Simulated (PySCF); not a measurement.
# Assigning NMR signals

Numbering as in the mapped SMILES `[H]/[N:1]=[C:2]1\[CH2:3][CH2:4][C@H:5]1[C:6]([F:7])([F:8])[F:9]`; H(Xn) means a hydrogen on atom n. Ha(C3), Ha(C4) are cis to C6 on the ring; Hb(C3), Hb(C4) are trans to C6 on the ring.

[PySCF 2.14: geometry: PBE0-D3(BJ)/def2-SVP; J: B3LYP/pcJ-1 (spin–dipole term only in couplings to heteroatoms); NMR shieldings at B97-2/pcSseg-1/GIAO; relativity neglected; fast rotation and ring inversion assumed for equivalent nuclei; no solvent; one computed conformer]

Shifts are taken against calculated references (same method and geometry level): 13C and 1H vs TMS.

(1) Assign these signals to the numbered atoms. 13C{1H} NMR (computed): δ 177.7 (q, J = 3.3 Hz), 128.9 (q, J = 342.6 Hz), 53.9 (q, J = 31.1 Hz), 38.5, 15.0 (q, J = 2.3 Hz).

(2) Assign these signals to the numbered atoms. 1H NMR (500 MHz, computed): δ 9.98 (br s, 1H), 3.40 (m, 1H), 2.78 (m, 1H), 2.62 (m, 1H), 2.00 (m, 1H), 1.97 (m, 1H).

Results:

(1) 
```tsv
δ (ppm)	atoms	environment	reason
177.7	C2	C=N carbon	–
128.9	C6	CF3 carbon	3 electronegative neighbours deshield it
53.9	C5	sp3 CH in a ring	saturated and bonded to C and H only
38.5	C3	sp3 CH2 in a ring	a saturated carbon with 2 carbon neighbours and no heteroatom attached
15.0	C4	sp3 CH2 in a ring	–
```

(2) 
| δ (ppm) | atoms | environment | reason |
| --- | --- | --- | --- |
| 9.98 | H(N1) | hydrogen on an imine nitrogen | exchangeable; this is the value without hydrogen bonding to other molecules |
| 3.40 | H(C5) | hydrogen on an sp3 CH in a ring | – |
| 2.78 | Ha(C3) | hydrogen on an sp3 CH2 in a ring | – |
| 2.62 | Hb(C3) | hydrogen on an sp3 CH2 in a ring | – |
| 2.00 | Ha(C4) | hydrogen on an sp3 CH2 in a ring | – |
| 1.97 | Hb(C4) | hydrogen on an sp3 CH2 in a ring | – |

Ha(C4) and Hb(C4) lie closer than the usual error of such a calculation, so a measured spectrum could show them in the other order.

OH and NH positions are those of a molecule without intermolecular hydrogen bonds; in solution they move with solvent, concentration and temperature, and exchange usually removes their couplings. C–F couplings over four or more bonds (about 3 Hz to the para carbon of a fluoroarene) are left out. Common functionals overestimate the size of one-bond C–F couplings by tens of Hz; these are unscaled. Multiplet labels drop couplings under 1 Hz and merge nearly equal ones. Unscaled 3J(H,H) at this level run about 10 % above measured values. Shifts are as computed. Against solution values, carbons near 30 ppm lie about +1 ppm off and those near 130 ppm about +2 ppm. Of 1211 compounds with measured shifts, 218 miss one by over three times the rms of a fit or turn the order of signals round; such compounds aren't used in these exercises. Only one conformer was computed, so three-bond couplings in flexible chains and rings are approximate.
